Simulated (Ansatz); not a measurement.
Correlation energies of C3H3F2GaO2, SMILES `[F][Ga-]1([F])[O]C=CC=[O+]1` by basis set

```xyz
11

F    -1.115    0.770    2.723
Ga   -1.333    0.035    1.158
F    -2.878   -0.663    0.752
O     0.040   -1.240    0.858
C     0.928   -1.091   -0.035
C     1.058   -0.027   -0.918
C     0.195    1.061   -0.943
O    -0.811    1.257   -0.196
H     1.659   -1.903   -0.095
H     1.875   -0.048   -1.625
H     0.382    1.849   -1.679
```

Total charge 0; spin multiplicity 1. Correlated methods include outer-core shells of Ga, which these sets cover unevenly. Scalar relativity is left out up to krypton. All single points use the PBE0-D4/def2-TZVP geometry. Frozen core, restricted reference, the Gaussian-basis code of Ansatz.

```tsv
basis	HF (Eh)	MP2 corr.	CCSD corr.	(T)	CCSD(T) total
def2-SVP	-2386.73854	-1.31791	-1.33208	-0.04039	-2388.11101
def2-TZVPP	-2387.55467	-1.63922	–	–	–
def2-QZVPP	-2387.61655	-2.00079	–	–	–
```
